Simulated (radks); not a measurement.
Valence configurations of Sm (all share [Xe]). Calculated with a radial shooting solver on a logarithmic mesh with Libxc functionals: scalar-relativistic Kohn-Sham, LDA (Slater exchange, Perdew-Wang correlation), spin-polarised, spherical densities, point nucleus; open shells are filled with parallel spins first (spin-orbit coupling, left out, can overturn this in heavy ions). Energies are relative to 4f6 6s2; eigenvalues in eV for spin up.

| valence | E (eV) | moment (Bohr magnetons) | e(4f) | e(5d) | e(6p) | e(6s) |
|---|---|---|---|---|---|---|
| 4f6 6s2 | 0.000 | 6 | -3.809 | - | - | -3.813 |
| 4f6.5 6s1.5 | 0.466 | 7 | -0.908 | - | - | -3.456 |
| 4f6 5d0.5 6s1.5 | 0.709 | 7 | -3.138 | -1.783 | - | -3.737 |
| 4f6 5d1 6s1 | 1.290 | 8 | -2.546 | -1.540 | - | -3.649 |
| 4f5.5 5d0.5 6s2 | 1.414 | 6 | -6.521 | -2.660 | - | -4.095 |
| 4f6.5 5d1 6s0.5 | 2.347 | 8 | -0.316 | -1.043 | - | -3.349 |
| 4f5 5d1 6s2 | 3.938 | 6 | -9.438 | -3.257 | - | -4.329 |
| 4f5 6s2 6p1 | 6.271 | 6 | -12.662 | - | -2.418 | -5.644 |
| 4f4 5d1 6s2 6p1 | 16.183 | 6 | -19.228 | -6.712 | -2.555 | -6.068 |

NIST lists [Xe] 4f6 6s2 as the ground configuration; this level of theory agrees among the configurations tried. The energies are those of spherical high-spin densities, not of single terms. No valid solution was reached for [Xe] 4f7 6s1.
